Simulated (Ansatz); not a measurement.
This geometry of Cl2FH4HfNO (10 atoms, charge 0, multiplicity 1) is a first-order saddle point.

Method: Ansatz, RKS PBE-D4/def2-SVP.

```xyz
10
Properties=species:S:1:pos:R:3
Hf 0.063 0.286 0.121
N -0.073 0.124 2.289
H -1.001 0.229 2.725
H 0.363 -0.690 2.743
F 1.742 0.121 -0.800
Cl -1.621 1.612 -0.873
Cl -0.683 -1.946 -0.229
O 1.075 1.949 1.230
H 2.002 2.244 1.201
H 0.753 1.328 2.093
```

Q: Which two structures does it join? (They come from a converged band through this point; their orientation in space is the band's.)

A: Bonds broken: O8–H10. Bonds formed: N2–H10.

Initial state:

```xyz
10
Properties=species:S:1:pos:R:3
Hf 0.008 0.158 0.238
N -0.165 -0.081 2.273
H -1.056 0.050 2.768
H 0.384 -0.770 2.801
F 1.835 -0.003 -0.377
Cl -1.627 1.623 -0.674
Cl -0.771 -1.943 -0.556
O 1.040 2.148 1.098
H 1.993 2.231 0.896
H 0.977 1.842 2.033
```

Final state:

```xyz
10
Properties=species:S:1:pos:R:3
Hf 0.354 0.446 0.051
N -0.353 0.277 2.387
H -1.297 0.655 2.553
H -0.345 -0.688 2.745
F 1.023 0.666 -1.740
Cl -1.817 1.427 -0.224
Cl 0.599 -1.930 0.266
O 1.704 1.548 0.942
H 2.452 2.031 0.552
H 0.300 0.823 2.968
```

Q: How far does it lie above each of them?

A: 2.2 kcal/mol above the first and 27.9 kcal/mol above the second. This is the barrier of this one path; another mechanism may lie lower. The orbitals stay closed-shell, which can raise the energy where a bond breaks towards radicals; this wasn't checked here.

Run time: 2.5 min on 4 threads of Intel(R) Xeon(R) 6975P-C (Granite Rapids) (shared host), peak memory 0.22 GiB.
